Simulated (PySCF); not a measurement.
`FC(S(=O)(=O)[SiH2][SiH3])(F)F`, CH₅F₃O₂SSi₂

Geometry:
```tsv
atom	x (Å)	y (Å)	z (Å)
O1	-0.458	1.241	-0.845
S2	-0.685	0.655	0.459
O3	-0.512	1.516	1.605
Si4	0.728	-1.029	0.574
Si5	2.644	0.087	-0.140
C6	-2.514	0.154	0.450
F7	-2.671	-0.740	-0.536
F8	-3.375	1.141	0.284
F9	-2.782	-0.478	1.599
H10	0.429	-1.456	1.945
H11	-0.010	-1.960	-0.285
H12	3.192	-0.638	-1.296
H13	2.369	1.476	-0.494
H14	3.645	0.031	0.938
```

Method: quadratic response B3LYP/6-31G* first hyperpolarisability, Taylor convention, gas phase in PySCF. Geometry: GFN2-xTB.

What is the first hyperpolarisability, and how does it disperse?

In au, Taylor convention; the vector part is βᵢ = ⅓ Σⱼ (βᵢⱼⱼ + βⱼᵢⱼ + βⱼⱼᵢ); β∥ is 3/5 of the vector part along the dipole, the dipole points from − to +:
```csv
process,λ (nm),β vector norm,β∥,β HRS,depolarisation ratio
"static β(0;0,0)",∞,612.6,-356.2,231.7,7.30
"second harmonic β(−2ω;ω,ω)",1907,654.7,-380.4,248.2,7.17
"Pockels β(−ω;ω,0)",1907,626.0,-363.9,–,–
"second harmonic β(−2ω;ω,ω)",1064,773.0,-448.2,294.9,6.86
"Pockels β(−ω;ω,0)",1064,657.9,-382.2,–,–
```

Which lowest excitations, dipole and polarisabilities go with it?

S1 4.94 eV (f = 0.116); S2 5.45 eV (f = 0.004); S3 5.74 eV (f = 0.021); dipole 4.49 D; isotropic α 85.0 au static, 85.3 au at 1907 nm, 86.0 au at 1064 nm, 86.2 au at 953.5 nm, 89.2 au at 532 nm.
